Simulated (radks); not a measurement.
The argon ion Ar3+, [Ne] 3s2 3p3. All-electron calculation, non-relativistic Kohn-Sham, LDA (Slater exchange, Perdew-Wang correlation), spin-polarised, spherical densities, point nucleus. Program: a radial shooting solver on a logarithmic mesh with Libxc functionals. Every spin shell is full or empty, so the densities are truly spherical. Functionals are evaluated on that one density, not self-consistently. Rank these orbital-free kinetic functionals by their error against the exact value of the orbitals, and give that value: Thomas-Fermi, von Weizsacker, TF + vW, TF + vW/9, TF + vW/5, LC94, revAPBEK, Thakkar, Pearson, LKT, PG1.

Answer. Exact: 521.972 hartree. From best to worst, with 100 (|E| - |E exact|)/|E exact| (equal figures are ties): Thakkar -0.11, LC94 +0.14, TF + vW/9 -0.57, revAPBEK +0.60, Pearson -1.48, TF + vW/5 +4.67, Thomas-Fermi -7.11, PG1 +23.78, LKT +29.44, von Weizsacker -41.09, TF + vW +51.80.
